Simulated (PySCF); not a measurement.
Constitutional and geometric isomers with formula C3H4S3. Isolated molecules, 0 K electronic values unless said otherwise. One relaxed conformer stands for each flexible species; it need not be the lowest. Strings in code marks are SMILES.

Excitations are Tamm–Dancoff values on a coarser integration grid. The basis has no diffuse functions, so Rydberg states are missing or too high.

A: `C(=S)C(=S)CS`
B: `SC1=CS[C@@H]1S` (H–S–C–C torsion -7°, S–C–S–H torsion -61°)
C: `C(S)(SC)=C=S`
D: `SC=C1SCS1` (H–S–C–C torsion 99°)

Question: Order them by HOMO (lowest first) at the level PySCF with PBE-D3(BJ)/def2-TZVP.

Answer: A (-5.70 eV), C (-5.40 eV), D (-5.25 eV), B (-4.81 eV)
